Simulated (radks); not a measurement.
Problem. All-electron atom: Sm32+ in [Ar] 3d10 4s2. All-electron calculation, Dirac Kohn-Sham, exchange-only PBE, spin-unpolarised, spherical densities, finite nucleus; Fermi nuclear charge, rms radius 5.0819 fm. Program: a radial shooting solver on a logarithmic mesh with Libxc functionals. Some entries of the table are withheld. Estimate them.

| orbital | occ. | eigenvalue (eV) | <r^2> (bohr^2) | <r> (bohr) |
|---|---|---|---|---|
| 1s1/2 | 2 | (1) | 0.0007047 | 0.02274 |
| 2s1/2 | 2 | -8824.468 | (2) | 0.09631 |
| 2p1/2 | 2 | -8434.470 | 0.008009 | 0.08055 |
| 2p3/2 | 4 | -7828.885 | 0.009241 | 0.08714 |
| 3s1/2 | 2 | -2810.294 | 0.07173 | 0.2505 |
| 3p1/2 | 2 | -2643.895 | (3) | 0.2397 |
| 3p3/2 | 4 | -2516.562 | (4) | 0.2516 |
| 3d3/2 | 4 | -2232.484 | 0.05793 | (5) |
| 3d5/2 | 6 | -2204.307 | 0.05973 | (6) |
| 4s1/2 | 2 | -1318.429 | 0.2916 | 0.5095 |

Solution. 
(1) 1s1/2 eigenvalue (eV): -47863.79
(2) 2s1/2 <r^2> (bohr^2): 0.01100
(3) 3p1/2 <r^2> (bohr^2): 0.06666
(4) 3p3/2 <r^2> (bohr^2): 0.07321
(5) 3d3/2 <r> (bohr): 0.2224
(6) 3d5/2 <r> (bohr): 0.2261
